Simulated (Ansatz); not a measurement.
`N#[C][Ga]([F])[F]` and `[OH][Ga]([F])[F]` differ in one atom or group.

Ansatz, PBE0-D4/def2-TZVP geometries, multiplicity 1. Each molecule was computed in one conformer, which needn't be the lowest.

Outer-core shells of Ga are correlated without core-valence functions. Scalar relativity is left out up to krypton. Spin–orbit coupling is left out.

| property | `N#[C][Ga]([F])[F]` |
| --- | --- |
| ideal-gas entropy at 298 K and 1 bar (rigid rotor, harmonic PBE0-D4/def2-TZVP) / J/(mol·K) | 329 |
| HOMO energy (PBE/def2-TZVPP) / eV | -9.22 |
| LUMO energy (ωB97M-V/def2-TZVPP) / eV | -0.60 |
| size of the dipole moment (B3LYP/def2-TZVPP) / D | 0.89 |
| vertical ionisation energy (CCSD(T)/def2-TZVPP) / eV | 13.72 |
| LUMO energy (B3LYP/def2-TZVPP) / eV | -2.80 |

Task: What does the change do to each property? (Estimate.)

Result: Ansatz gave: 
```tsv
property	`[OH][Ga]([F])[F]`	shift
ideal-gas entropy at 298 K and 1 bar (rigid rotor, harmonic PBE0-D4/def2-TZVP) / J/(mol·K)	313	-16
HOMO energy (PBE/def2-TZVPP) / eV	-8.24	0.98
LUMO energy (ωB97M-V/def2-TZVPP) / eV	0.12	0.72
size of the dipole moment (B3LYP/def2-TZVPP) / D	2.05	1.16
vertical ionisation energy (CCSD(T)/def2-TZVPP) / eV	12.83	-0.89
LUMO energy (B3LYP/def2-TZVPP) / eV	-2.20	0.60
```

With PBE0 the HOMO rises by 0.85 eV and the LUMO rises by 0.71 eV, so the gap narrows by about 0.14 eV. PBE moves the HOMO by 0.98 eV and ωB97M-V by 0.70 eV. Dipoles are sizes alone; their direction can turn.

B3LYP here is the variant with VWN-RPA as its local correlation; programs differ in this.
